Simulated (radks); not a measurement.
Task: Species: Br2+. Configuration: [Ar] 3d9 4s2 4p3 4d1 (not the ground configuration). Calculated with a radial shooting solver on a logarithmic mesh with Libxc functionals: Dirac Kohn-Sham, PBE, spin-unpolarised, spherical densities, finite nucleus; open shells fill j = l - 1/2 first; Fermi nuclear charge, rms radius 4.1629 fm. Some entries of the table are withheld. Estimate them.

orbital  occ.  eigenvalue (hartree)  <r> (bohr)
1s1/2       2             -490.8933     0.04275
2s1/2       2             -65.33781      0.1892
2p1/2       2                   (1)      0.1627
2p3/2       4                   (2)      0.1666
3s1/2       2             -10.26307      0.5465
3p1/2       2              -8.05648      0.5502
3p3/2       4              -7.79881      0.5602
3d3/2       4              -3.97602      0.5681
3d5/2       5              -3.93386      0.5717
4s1/2       2                   (3)       1.517
4p1/2       2              -1.21942         (4)
4p3/2       1              -1.19108         (5)
4d3/2       1              -0.50344       2.610
4d5/2       0              -0.50120       2.621

Result: 
(1) 2p1/2 eigenvalue (hartree): -59.00205
(2) 2p3/2 eigenvalue (hartree): -57.25663
(3) 4s1/2 eigenvalue (hartree): -1.74126
(4) 4p1/2 <r> (bohr): 1.719
(5) 4p3/2 <r> (bohr): 1.747
